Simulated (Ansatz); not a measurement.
Reaction (cleavage of the In–B bond): `[OH][InH][B](Cl)Cl` + CH₃NH₂ → `C[NH][InH][OH]` + `ClBCl`

Computed with Ansatz on PBE0-D4/def2-TZVP structures; ΔE is electronic, products minus reactants. CBS: MP2 limit from def2 TZ/QZ plus the TZ coupled-cluster correction, frozen cores. This one scheme is used for every species. DFT in def2-TZVPP. def2 core potentials past Kr. For In outer-core shells are correlated without core-valence functions, which leaves a few kJ/mol of doubt a bond. Each species was taken in one conformer, which may not be the lowest.

`[OH][InH][B](Cl)Cl`:

Z-matrix (Å, degrees):
```
In
B 1 2.260
O 1 1.995 2 115.5
H 1 1.709 2 134.8 3 -179.9
Cl 2 1.747 1 121.1 3 91.1
Cl 2 1.746 1 121.1 3 -88.1
H 3 0.959 1 113.8 2 0.2
```

CH₃NH₂:

```xyz
7

C     0.222    0.509   -0.119
N    -0.604   -0.617    0.280
H     1.217    0.249   -0.509
H     0.363    1.176    0.735
H    -0.297    1.084   -0.889
H    -0.145   -1.158    1.002
H    -0.756   -1.243   -0.501
```

`C[NH][InH][OH]`:

Cartesian coordinates in Å:
```
C 1.064 0.870 -0.446
N 0.786 -0.493 -0.064
In -0.970 -1.266 0.518
O -2.425 0.091 0.518
H 1.454 0.950 -1.469
H 0.149 1.468 -0.412
H 1.784 1.359 0.223
H 1.600 -1.084 -0.093
H -1.309 -2.861 0.974
H -2.133 0.965 0.250
```

`ClBCl`:

```xyz
4

Cl   -0.837   -0.407   -1.389
B     0.130   -0.025   -0.002
Cl   -0.587    0.687    1.408
H     1.294   -0.254   -0.017
```

```tsv
level	ΔE (kJ/mol)
ωB97M-V	-15.1
MP2/def2-QZVPP	-21.8
```

(1) What does CCSD(T)/CBS give? (Estimate.)

Largest T1 diagnostic among the species: 0.016.

Results:

(1) Computed: -18.8 kJ/mol. The listed levels differ from it by 3.7, -3.0 kJ/mol.

In def2-TZVPP, CCSD(T) changes the Hartree–Fock value by +6.4 kJ/mol (the triples alone add +0.5 kJ/mol) and MP2 by +3.4 kJ/mol.
